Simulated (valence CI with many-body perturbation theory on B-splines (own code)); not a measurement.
## Pm LVI: calculated level list

Calculated by configuration interaction combined with many-body perturbation theory (CI+MBPT): four valence electrons over a frozen Dirac-Fock core [He], radial functions for each j: 11 s, 11 p, 10 d, 8 f, 5 g, 2 h, with the one-electron correlation potential Σ1 (screened to all orders), the two-electron term Σ2, the three-electron term Σ3, Breit, model QED; selected single and double excitations, second order for the rest, scaled by the run's own slope (own B-spline code, finite nucleus).

No measured spectrum was set against this ion. As an estimate, large intervals hold to a few tenths of a per cent, small ones and those within an open d or f shell to about a per cent. Among the levels kept, up to 900 cm⁻¹ of a level comes from second order outside the variational space, and about a tenth of that is noise between levels of different J, which matters for small intervals.

Levels 181 to 208 of 208, with energies above the lowest level, (2s^2 2p1/2^2) J=0. "Leading %" is the weight of the configuration and term that name the level; weights of strongly mixed levels are sums over their largest components and can fall short, so below about 35 % the name and the second component can differ from the true leading terms, or belong to a minority configuration. In the jj column 3d3/2^4 stands for four electrons in 3d with j = 3/2. Lifetimes count E1, E2, E3, M1 and M2 decay at the calculated energies, and are blank where another channel may lead or the interval is too uncertain; long ones can be off by a factor of two.

| No. | Configuration | Term | J | E (eV) | Leading % | Lifetime | Second component | Leading jj |
| --- | --- | --- | --- | --- | --- | --- | --- | --- |
| 181 | 2s.2p2.3d | 3P | 0 | 8456.3 | 66 | 1.08 fs | 24 % 2s.2p2.3d 1S | 2s 2p3/2^2 3d3/2 (80 %) |
| 182 | 2p3.3p | 3P | 0 | 8459.8 | 58 | 3.33 fs | 32 % 2p3.3p 1S | 2p1/2 2p3/2^2 3p1/2 (90 %) |
| 183 | 2s.2p2.3d | 3F | 4 | 8477.3 | 65 | 111 fs | 15 % 2s.2p2.3d 1G | 2s 2p3/2^2 3d5/2 (97 %) |
| 184 | 2s.2p2.3d | 3D | 3 | 8479.7 | 77 | 40.1 fs | 5 % 2s.2p2.3d 3F | 2s 2p3/2^2 3d5/2 (98 %) |
| 185 | 2s.2p2.3d | 3D | 3 | 8485.2 | 47 | 1.21 fs | 23 % 2s.2p2.3d 1F | 2s 2p3/2^2 3d5/2 (97 %) |
| 186 | 2s.2p2.3d | 1D | 2 | 8492.4 | 51 | 8.54 fs | 27 % 2s.2p2.3d 3D | 2s 2p3/2^2 3d5/2 (96 %) |
| 187 | 2s.2p2.3d | 3P | 1 | 8495.4 | 38 | 1.22 fs | 28 % 2s.2p2.3d 1P | 2s 2p3/2^2 3d5/2 (95 %) |
| 188 | 2s.2p2.3d | 1D | 2 | 8508.4 | 39 | 786 as | 26 % 2s.2p2.3d 3P | 2s 2p3/2^2 3d5/2 (94 %) |
| 189 | 2p3.3p | 5P | 3 | 8530.9 | 54 | 5.31 fs | 24 % 2p3.3p 3F | 2p1/2 2p3/2^2 3p3/2 (99 %) |
| 190 | 2p3.3p | 3P | 2 | 8533.2 | 38 | 4.65 fs | 29 % 2p3.3p 3D | 2p1/2 2p3/2^2 3p3/2 (98 %) |
| 191 | 2p3.3p | 3P | 0 | 8533.7 | 99 | 4.72 fs |  | 2p1/2 2p3/2^2 3p3/2 (98 %) |
| 192 | 2p3.3p | 1P | 1 | 8547.7 | 47 | 4.71 fs | 28 % 2p3.3p 3D | 2p1/2 2p3/2^2 3p3/2 (98 %) |
| 193 | 2p3.3p | 3D | 3 | 8552.8 | 68 | 5.32 fs | 29 % 2p3.3p 1F | 2p1/2 2p3/2^2 3p3/2 (99 %) |
| 194 | 2p3.3p | 3F | 4 | 8553.7 | 98 | 5.53 fs |  | 2p1/2 2p3/2^2 3p3/2 (98 %) |
| 195 | 2p3.3p | 3P | 1 | 8577.7 | 77 | 5.00 fs | 14 % 2p3.3p 1P | 2p1/2 2p3/2^2 3p3/2 (99 %) |
| 196 | 2p3.3p | 1D | 2 | 8589.8 | 51 | 5.26 fs | 27 % 2p3.3p 3P | 2p1/2 2p3/2^2 3p3/2 (99 %) |
| 197 | 2p3.3d | 5D° | 1 | 8596.7 | 45 | 10.5 fs | 40 % 2p3.3d 3D° | 2p1/2 2p3/2^2 3d3/2 (99 %) |
| 198 | 2p3.3d | 3F° | 2 | 8598.2 | 40 | 12.7 fs | 37 % 2p3.3d 5D° | 2p1/2 2p3/2^2 3d3/2 (98 %) |
| 199 | 2p3.3d | 5D° | 0 | 8599.2 | 54 | 6.74 fs | 26 % 2p3.3d 1S° | 2p1/2 2p3/2^2 3d3/2 (98 %) |
| 200 | 2p3.3d | 3G° | 3 | 8604.1 | 39 | 6.77 fs | 22 % 2p3.3d 5D° | 2p1/2 2p3/2^2 3d3/2 (98 %) |
| 201 | 2p3.3p | 3P | 1 | 8606.3 | 50 | 4.97 fs | 28 % 2p3.3p 3S | 2p1/2 2p3/2^2 3p3/2 (99 %) |
| 202 | 2p3.3p | 3D | 2 | 8609.3 | 45 | 4.95 fs | 34 % 2p3.3p 1D | 2p1/2 2p3/2^2 3p3/2 (98 %) |
| 203 | 2p3.3d | 3G° | 4 | 8617.8 | 52 | 193 fs | 36 % 2p3.3d 1G° | 2p1/2 2p3/2^2 3d3/2 (100 %) |
| 204 | 2p3.3d | 3F° | 3 | 8631.7 | 40 | 1.37 fs | 35 % 2p3.3d 3D° | 2p1/2 2p3/2^2 3d3/2 (97 %) |
| 205 | 2p3.3d | 3P° | 2 | 8633.1 | 36 | 1.37 fs | 29 % 2p3.3d 3D° | 2p1/2 2p3/2^2 3d3/2 (95 %) |
| 206 | 2p3.3d | 3P° | 1 | 8638.5 | 32 | 1.27 fs | 30 % 2p3.3d 3S° | 2p1/2 2p3/2^2 3d3/2 (92 %) |
| 207 | 2p3.3d | 5D° | 4 | 8640.4 | 54 | 184 fs | 20 % 2p3.3d 3G° | 2p1/2 2p3/2^2 3d5/2 (100 %) |
| 208 | 2p3.3d | 3D° | 3 | 8642.6 | 52 | 33.8 fs | 27 % 2p3.3d 5D° | 2p1/2 2p3/2^2 3d5/2 (99 %) |
